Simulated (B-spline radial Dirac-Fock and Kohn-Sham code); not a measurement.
**Auger parameter of lutetium: the M5 level and its strongest M5-NN line**

These are calculated numbers from a B-spline atomic structure program; the model is relaxed Dirac-Fock hole states (ΔSCF) with Breit and QED corrections and a finite nucleus. The modified Auger parameter α′ is the binding energy plus the kinetic energy of the Auger electron; it does not depend on the energy zero. For free ions it tends to fall with charge, since less charge screens the final holes.

| species | configuration | binding 3d5/2 (eV) | Auger line | kinetic (eV) | α′ (eV) |
| --- | --- | --- | --- | --- | --- |
| Lu | [Xe] 4f14 5d1 6s2 | 1596.9 | N6N7 J=6 | 1548.8 | 3145.7 |
| Lu | [Xe] 4f14 5d3 | 1593.3 | N6N7 J=6 | 1554.7 | 3148.1 |
| Lu⁺ | [Xe] 4f14 6s2 | 1607.3 | N6N7 J=6 | 1536.4 | 3143.7 |
| Lu⁺ (Watson 1.6 Å) | [Xe] 4f14 6s2 | 1599.6 | N6N7 J=6 | 1544.7 | 3144.3 |
| Lu²⁺ | [Xe] 4f14 6s1 | 1616.1 | N6N7 J=6 | 1526.5 | 3142.6 |
| Lu²⁺ (Watson 1.8 Å) | [Xe] 4f14 6s1 | 1601.0 | N6N7 J=6 | 1542.2 | 3143.1 |
| Lu²⁺ (Watson 3 Å) | [Xe] 4f14 6s1 | 1606.5 | N6N7 J=6 | 1536.1 | 3142.6 |
| Lu³⁺ | [Xe] 4f14 | 1625.9 | N6N7 J=6 | 1515.9 | 3141.8 |
| Lu³⁺ (Watson 1.8 Å) | [Xe] 4f14 | 1601.9 | N6N7 J=6 | 1539.9 | 3141.8 |
| Lu³⁺ (Watson 3 Å) | [Xe] 4f14 | 1611.5 | N6N7 J=6 | 1530.3 | 3141.8 |
